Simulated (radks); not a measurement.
Isoelectronic series with 7 electrons, each ion in its NIST ground configuration. Calculated with a radial shooting solver on a logarithmic mesh with Libxc functionals: non-relativistic Kohn-Sham, SCAN, spin-polarised, spherical densities, point nucleus; open shells are filled with parallel spins first; meta-GGA in the generalised Kohn-Sham scheme. Total energies (hartree) and mean radii <r> (bohr):

ion    configuration  E (hartree)   2p up  2s down
Ne3+    [He] 2s2 2p3   -124.31275  0.7408   0.8143
S9+     [He] 2s2 2p3   -351.63031  0.3890   0.4474
Ti15+   [He] 2s2 2p3   -695.98678  0.2647   0.3089
Mn18+   [He] 2s2 2p3   -912.04465  0.2283   0.2675
Ni21+   [He] 2s2 2p3  -1157.35414  0.2007   0.2359
